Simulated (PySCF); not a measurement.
Geometry:
| atom | x (Å) | y (Å) | z (Å) |
| --- | --- | --- | --- |
| Si1 | 2.994 | 0.975 | 0.852 |
| N2 | 1.525 | 0.061 | 0.801 |
| C3 | 0.892 | -0.400 | -0.417 |
| C4 | 0.238 | -1.776 | -0.238 |
| C5 | -1.142 | -1.463 | 0.371 |
| N6 | -1.319 | -0.029 | 0.161 |
| Si7 | -2.695 | 0.866 | 0.711 |
| C8 | -0.330 | 0.447 | -0.788 |
| H9 | 2.928 | 2.349 | 0.244 |
| H10 | 4.056 | 0.231 | 0.107 |
| H11 | 3.371 | 1.129 | 2.288 |
| H12 | 0.852 | 0.200 | 1.549 |
| H13 | 1.642 | -0.415 | -1.224 |
| H14 | 0.853 | -2.430 | 0.395 |
| H15 | 0.121 | -2.261 | -1.219 |
| H16 | -1.186 | -1.702 | 1.449 |
| H17 | -1.928 | -2.069 | -0.119 |
| H18 | -2.317 | 2.311 | 0.746 |
| H19 | -3.050 | 0.377 | 2.080 |
| H20 | -3.926 | 0.732 | -0.139 |
| H21 | -0.618 | 0.270 | -1.846 |
| H22 | -0.141 | 1.525 | -0.665 |

Geometry: PBE0-D3(BJ)/def2-SVP; GIAO absolute shieldings from PySCF 2.14, gas phase, non-relativistic, averaged over equivalent atoms.

At PBE0/pcSseg-1 (220 basis functions, 82 s wall time on 1 thread of an Arm Neoverse N1, shared host):
```json
{"atoms": "Si7", "σ (ppm)": "404.7"}
{"atoms": "Si1", "σ (ppm)": "408.3"}
{"atoms": "N2", "σ (ppm)": "234.5"}
{"atoms": "N6", "σ (ppm)": "241.1"}
{"atoms": "C8", "σ (ppm)": "123.8"}
{"atoms": "C3", "σ (ppm)": "127.3"}
{"atoms": "C5", "σ (ppm)": "137.6"}
{"atoms": "C4", "σ (ppm)": "145.1"}
{"atoms": "H18/H19/H20", "σ (ppm)": "26.60"}
{"atoms": "H9/H10/H11", "σ (ppm)": "26.64"}
{"atoms": "H16", "σ (ppm)": "28.23"}
{"atoms": "H21", "σ (ppm)": "28.40"}
{"atoms": "H13", "σ (ppm)": "28.41"}
{"atoms": "H17", "σ (ppm)": "28.43"}
{"atoms": "H22", "σ (ppm)": "28.56"}
{"atoms": "H15", "σ (ppm)": "29.45"}
{"atoms": "H14", "σ (ppm)": "29.54"}
{"atoms": "H12", "σ (ppm)": "30.75"}
```

**Question.** Estimate the result of repeating the calculation with HF/pcSseg-1.

**Answer.** 
```csv
atoms,σ at HF/pcSseg-1,change
Si7,443.7,+39.0
Si1,447.4,+39.1
N2,247.9,+13.4
N6,262.0,+20.9
C8,137.3,+13.5
C3,141.6,+14.3
C5,150.4,+12.8
C4,155.4,+10.3
H18/H19/H20,27.48,+0.88
H9/H10/H11,27.51,+0.87
H16,28.95,+0.72
H21,29.29,+0.89
H13,29.21,+0.80
H17,29.12,+0.69
H22,29.20,+0.64
H15,30.13,+0.68
H14,30.02,+0.48
H12,31.33,+0.58
```

The largest change is at Si1 (silicon bonded to N, 3 H). Cost: 220 basis functions, 39 s wall time on 1 thread of an Arm Neoverse N1, shared host. The order of the carbon signals is the same at both levels.
